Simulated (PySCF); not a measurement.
## Polarisability and C₆ of Te(2+) (tellurium, charge +2)

[Kr] 4d10 5s2 5p2, high-spin 3P determinant. All numbers are calculated (PySCF 2.14, scalar relativity through the core potential, in aug-cc-pVQZ-PP with one added diffuse shell each of s, p, d, f, g type with ECP28MDF (8s8p6d4f3g, 117 functions)). Coupled (time-dependent) response in atomic units; α is the mean over directions.

| method | mean α (bohr³) | α xx, yy, zz | C₆ (like pair) | S(−4) |
| --- | --- | --- | --- | --- |
| UHF | 15.51 | 15.53, 15.51, 15.51 | 102.1 | 58.11 |
| PBE | 14.88 | 14.53, 15.06, 15.06 | 97.11 | 52.17 |
| PBE0 | 14.93 | 14.71, 15.04, 15.04 | 97.52 | 52.29 |
| M06-2X | 14.01 | 14.10, 13.96, 13.96 | 87.92 | 46.90 |

S(−4) is the Cauchy moment in α(ω) = α(0) + S(−4) ω² + …

Spin-orbit coupling is absent.

α(iu) at UHF:

| u (hartree) | α(iu) (bohr³) |
| --- | --- |
| 0 | 15.51 |
| 0.0500 | 15.37 |
| 0.100 | 14.96 |
| 0.200 | 13.53 |
| 0.300 | 11.73 |
| 0.500 | 8.387 |
| 0.750 | 5.592 |
| 1.00 | 3.965 |
| 1.50 | 2.350 |
| 2.00 | 1.604 |
| 3.00 | 0.9178 |
| 5.00 | 0.4238 |

For an ion, C₆ is the dispersion term alone; charge-induced terms of lower order in 1/R come first.

The components differ because the open shell of this determinant is not spherical; for a pure term their mean is the scalar polarisability.

Energies and moments cover only the electrons outside the core potential.
